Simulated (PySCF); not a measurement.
[V(NH3)6]3+: V(III) (d2), charge +3. The structure is a model geometry with rigid ligands and bond lengths from ionic radii, not a minimum; coordination octahedral, point group S6, metal–donor distances 2.07 Å.

```
25

V     0.000    0.000    0.000
N     0.000    0.000    2.070
H     0.942    0.000    2.460
H    -0.471    0.816    2.460
H    -0.471   -0.816    2.460
N     0.000    0.000   -2.070
H    -0.942    0.000   -2.460
H     0.471    0.816   -2.460
H     0.471   -0.816   -2.460
N     2.070    0.000    0.000
H     2.460    0.942    0.000
H     2.460   -0.471    0.816
H     2.460   -0.471   -0.816
N    -2.070    0.000    0.000
H    -2.460   -0.942    0.000
H    -2.460    0.471    0.816
H    -2.460    0.471   -0.816
N     0.000    2.070    0.000
H     0.000    2.460    0.942
H     0.816    2.460   -0.471
H    -0.816    2.460   -0.471
N     0.000   -2.070    0.000
H     0.000   -2.460   -0.942
H     0.816   -2.460    0.471
H    -0.816   -2.460    0.471
```

Method (PySCF 2.14, density fitting): CASSCF(2,5) with orbitals averaged over all microstates of the shell, strongly contracted NEVPT2 on the averaged canonical orbitals; basis x2c-TZVPall on the metal, x2c-SVPall elsewhere; spin-free X2C; gas phase; spin-orbit coupling by state interaction with the mean-field operator over all roots.

What is the ground state?

3Eg (from 3T1g) (S = 1, orbital degeneracy 2), with 2.0 electrons in the lower (t2g-type) set and 0.0 in the upper (eg-type) set, by NEVPT2; the next part of the same split term lies only 203 cm⁻¹ higher, which doesn't decide their order.

List the excited states of the same spin.

By NEVPT2: 3Ag (from 3T1g) at 203 cm⁻¹; 3Eg (from 3T2g) at 23818 cm⁻¹ (420 nm); 3Ag (from 3T2g) at 23931 cm⁻¹ (418 nm); 3Eg (from 3T1g) at 32943 cm⁻¹ (304 nm); 3Ag (from 3T1g) at 33086 cm⁻¹ (302 nm); 3Ag (from 3A2g) at 49156 cm⁻¹ (203 nm). All are electric-dipole forbidden at this geometry.

Which is the lowest state of another spin?

1Ag (from 1T2g) at 11306 cm⁻¹ by NEVPT2; CASSCF alone puts it at 13326 cm⁻¹ above the same ground state.

Give the fitted ligand-field and repulsion parameters.

At CASSCF level (the NEVPT2 levels don't fit a ligand-field model well): orbital energies 0, 192, 192, 22194, 22194 cm⁻¹; 10Dq = 22067 cm⁻¹ (difference of the means of the two sets); B = 930 cm⁻¹; C = 3524 cm⁻¹; B over its free-ion value at the same level 0.856; rms of the fit 226 cm⁻¹; ζ = 188 cm⁻¹ (free ion 209).

What are the magnetic parameters?

Degenerate or low-lying orbital states mix with the ground state, so no spin-only Hamiltonian applies. The lowest spin-orbit level is 2-fold; the next lies at 63.4 cm⁻¹. The two lowest states form a pseudo-doublet split by 0.000 cm⁻¹ with g_z = 1.57. μeff is 2.73 μB at 300 K and 1.06 μB at 10 K; the spin-only value is 2.83 μB.

The geometry is a model, and the complex may not exist in this form. The ground state is orbitally degenerate in this regular structure, which would distort (Jahn–Teller), so its moment is that of the undistorted model. 3Ag (from 3T1g) (203 cm⁻¹) lies within 300 cm⁻¹ of 3Eg (from 3T1g) at NEVPT2 level, inside the method's error: they are parts of one split term, whose order is undecided, and g values and low-temperature moments can hang on it. NEVPT2 lifts 3Ag (from 3T2g) from 20516 to 23931 cm⁻¹; on the d shell alone it tends to overshoot states that fill the eg-type orbitals. NEVPT2 on the d shell alone tends to put d–d bands too high for such charged or covalently bound ions.

The job took 25 s on one thread of Arm Neoverse V1 (shared host), with 222 basis functions and a peak of 0.6 GiB, launched as `OMP_NUM_THREADS=1 python lf_run.py task.json out`.
